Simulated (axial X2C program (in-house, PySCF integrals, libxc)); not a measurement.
## Spin–orbit effects down a group: molecules with H, CCSD

All values come from calculations with an in-house relativistic program for diatomic molecules, spin-free (one-electron X2C) or two-component (2c: spin–orbit coupling with atomic mean-field Coulomb and Gaunt terms, which also bring small scalar terms), in Dyall basis sets with cores contracted in-house; open shells are unrestricted.

Basis sets: H dyall-v3z, O dyall-av3z, Se dyall-cv3z, Te dyall-cv3z. Frozen shells (counts by l): OH O 1s, H none, 7 electrons correlated; SeH Se 3s2p1d, H none, 7 electrons correlated; TeH Te 4s3p2d, H none, 7 electrons correlated. Coupled cluster in natural virtuals with an MP2 remainder. Where the outer core of a metal is frozen, bonds come out longer and ionisation energies lower.

```csv
molecule,spin-free state,Re (Å),ωe (cm⁻¹),De (eV),2c state,Re 2c (Å),ωe 2c (cm⁻¹),De 2c (eV)
OH,"M_S = 1/2, Λ = 1",0.971,3752.4,4.45,Ω = 3/2,0.971,3752.3,4.45
SeH,"M_S = 1/2, Λ = 1",1.467,2429.0,3.23,Ω = 3/2,1.468,2423.9,3.21
TeH,"M_S = 1/2, Λ = 1",1.661,2144.0,2.84,Ω = 3/2,1.664,2125.4,2.77
```

Work out the shifts from the spin-free to the two-component result.



| molecule | 2c state | ΔRe (Å) | Δωe (cm⁻¹) | ΔDe (eV) |
| --- | --- | --- | --- | --- |
| OH | Ω = 3/2 | 0.000 | -0.1 | 0.00 |
| SeH | Ω = 3/2 | 0.001 | -5.1 | -0.02 |
| TeH | Ω = 3/2 | 0.003 | -18.6 | -0.07 |

Shifts of one unit in the last digit are rounding.

Each entry is the lowest single determinant of a limited PBE0 search at one distance. De goes to single-determinant-based atoms at the same level (for ions the charge split of lowest energy) and is withheld (n/a) where an atom does not fit its ground term or J level. Main or longest-lived isotopes.
